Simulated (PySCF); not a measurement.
PySCF 2.14 output of an unrestricted PBE0 calculation on a single atom or ion in def2-QZVPPD (11s6p5d4f2g, 100 functions), with no relativity, point nucleus:

```
SCF conv_tol = 1e-09
number electrons alpha = 15  beta = 11
    C. Adamo and V. Barone.,  J. Chem. Phys. 110, 6158 (1999)
    M. Ernzerhof and G. E. Scuseria.,  J. Chem. Phys. 110, 5029 (1999)
cycle= 1 E= -1263.44835605614  delta_E= -0.01  |g|= 0.151  |ddm|= 0.195
cycle= 2 E= -1263.43214402058  delta_E= 0.0162  |g|= 0.318  |ddm|= 0.203
cycle= 3 E= -1263.45392562197  delta_E= -0.0218  |g|= 0.00888  |ddm|= 0.111
cycle= 4 E= -1263.45395672908  delta_E= -3.11e-05  |g|= 0.00399  |ddm|= 0.00665
cycle= 5 E= -1263.453961548  delta_E= -4.82e-06  |g|= 0.000337  |ddm|= 0.00401
cycle= 6 E= -1263.45396161711  delta_E= -6.91e-08  |g|= 9.73e-05  |ddm|= 0.000324
cycle= 7 E= -1263.45396162073  delta_E= -3.62e-09  |g|= 4.95e-06  |ddm|= 0.000128
cycle= 8 E= -1263.45396162089  delta_E= -1.55e-10  |g|= 3.53e-06  |ddm|= 2.62e-05
converged SCF energy = -1263.45396162089  <S^2> = 6.0023654  2S+1 = 5.0009461
```

The run itself started from symmetry-adapted Hartree-Fock orbitals and held the occupation by maximum overlap, on a logarithmic radial grid, so the iterations belong to that start.

Question: Which element, charge and spin multiplicity is this?

Answer: Fe (iron, neutral), multiplicity 5; the state was [Ar] 3d7 4s1, high-spin 5F determinant (an excited configuration).
